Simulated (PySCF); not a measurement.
System (SMILES): F[C]F (closed-shell singlet).
Geometry (B3LYP-D3(BJ)/def2-TZVP, fixed):
```xyz
3

F     -1.0201    -0.2528     0.0305
C     -0.0313     0.5961     0.0011
F      1.0410    -0.1446    -0.0312
```
Charge 0, spin multiplicity 1.

How fast the isotropic shielding of F1 converges with the basis for several methods (PySCF): deviation from each method's own reference, in ppm. References: HF -12.40 ppm, the value in pcseg-3; PBE -98.40 ppm, the value in pcseg-3; PBE0 -80.84 ppm, the value in pcseg-3. All functions are spherical. No added dispersion term, no relativity. GIAO; atoms are numbered in the order shown.

```csv
basis,functions,HF,PBE,PBE0
STO-3G,15,112.98,95.39,(withheld)
pcSseg-0,27,-54.89,-59.50,(withheld)
pcseg-0,27,22.04,30.69,(withheld)
6-31G**,42,34.59,33.92,(withheld)
cc-pVDZ,42,25.27,29.18,(withheld)
pcSseg-1,51,1.18,-4.90,(withheld)
6-311+G**,66,5.43,7.84,(withheld)
def2-TZVPP,93,6.29,7.89,(withheld)
jun-cc-pV(T+d)Z,117,15.01,17.58,(withheld)
def2-TZVPPD,117,8.07,11.10,(withheld)
aug-pcseg-2,138,2.31,4.29,(withheld)
cc-pVQZ,165,11.54,8.63,(withheld)
```

Q: Fill in the missing entries.

A: 
- STO-3G, PBE0: 94.80
- pcSseg-0, PBE0: -60.54
- pcseg-0, PBE0: 27.41
- 6-31G**, PBE0: 34.45
- cc-pVDZ, PBE0: 28.59
- pcSseg-1, PBE0: -2.42
- 6-311+G**, PBE0: 7.12
- def2-TZVPP, PBE0: 7.73
- jun-cc-pV(T+d)Z, PBE0: 17.13
- def2-TZVPPD, PBE0: 10.32
- aug-pcseg-2, PBE0: 3.84
- cc-pVQZ, PBE0: 9.79

Mean absolute deviation over 6-311+G**, def2-TZVPP, jun-cc-pV(T+d)Z, def2-TZVPPD, aug-pcseg-2: HF 7.42, PBE0 9.23, PBE 9.74 ppm.
